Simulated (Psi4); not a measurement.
# AlNH2ClF (SMILES [NH2][Al]([F])[Cl]): entropy by statistical mechanics

A singlet with charge 0, relaxed at r2SCAN-D4/def2-SVP (density fitting) (Psi4 1.11):

```xyz
6

N    -0.1128    0.9905   -0.0247
Al    0.1531   -0.7382    0.0939
F     1.0524   -1.3523    1.3465
Cl   -0.6470   -2.0506   -1.3237
H     0.2463    1.6800    0.6280
H    -0.6483    1.4467   -0.7561
```

Harmonic wavenumbers in cm⁻¹: 173, 212, 251, 370, 408, 496, 657, 827, 944, 1523, 3595, 3688.

Masses in u: N 14.007, Al 26.982, F 18.998, Cl 35.45, H 1.008. Take T = 298.15 K, p = 1 bar, R = 8.3145 J/(mol K), kT/hc = 207.22 cm⁻¹, rigid rotor and harmonic oscillator.

Q: Work out S° at 298 K.

A: 
1. Translation (Sackur–Tetrode): S = R[3/2 ln M + 5/2 ln T − 1.1517] with M = 97.453 gives 166.0 J/(mol K).
2. Rotation: principal moments 79.942, 163.148, 243.089 u Å² give A, B, C = 0.2109, 0.1033, 0.0693 cm⁻¹; the symmetry number is σ = 1; q = (√π/σ)√((kT/hc)³/ABC) = 136072; S = R(ln q + 3/2) = 110.8.
3. Vibration: with u = ν̃/207.22, each mode gives R[u/(eᵘ − 1) − ln(1 − e⁻ᵘ)]; the sum is 39.8, most from 173 cm⁻¹ (10.1), 212 cm⁻¹ (8.5), 251 cm⁻¹ (7.2).
4. Spin: R ln 1 = 0.0.
5. Sum: 166.0 + 110.8 + 39.8 + 0.0 = 316.6 J/(mol K).

No measured value is set beside it here. Where a soft mode is a torsion, a harmonic oscillator describes it poorly.
